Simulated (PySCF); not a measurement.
Ta(O)(F)(NH2)2 (FH₄N₂OTa), SMILES [NH2][Ta]([NH2])(=[O])[F], multiplicity 1.

Geometry: B3LYP-D3(BJ)/def2-SVP. The spin state was assumed, not searched. The def2 effective core potentials stand for the cores of Ta; spin–orbit coupling is left out. The values are those of a single conformer.

Two levels are set side by side: PBE/def2-TZVP (PySCF) and M06-2X/def2-TZVP (PySCF). Same geometry, gas phase. Differences are taken from unrounded values.

```json
[
 {"quantity": "orbital gap (eV)", "M06-2X": "9.29"},
 {"quantity": "highest occupied level (eV)", "M06-2X": "-9.31"},
 {"quantity": "lowest empty level (eV)", "M06-2X": "-0.02"},
 {"quantity": "dipole moment (D)", "M06-2X": "4.41"},
 {"quantity": "mean polarisability (bohr³)", "M06-2X": "54.2"}
]
```

### Question
What does PBE give, and how far is it from M06-2X? (Estimate from the structure and the level; the computed values follow.)

### Answer

| quantity | PBE | PBE minus M06-2X |
|---|---|---|
| orbital gap (eV) | 4.99 | -4.30 |
| highest occupied level (eV) | -6.41 | 2.90 |
| lowest empty level (eV) | -1.42 | -1.40 |
| dipole moment (D) | 4.14 | -0.27 |
| mean polarisability (bohr³) | 57.8 | 3.7 |

Without exact exchange PBE keeps part of each electron's self-repulsion, which lifts occupied levels and narrows the gap. PBE's more diffuse valence density responds more strongly to a field. Differences between two approximate levels are no errors against the true value.

Rough cost on one machine, each run with all the roots and properties that it gave: M06-2X against PBE about 3 times.
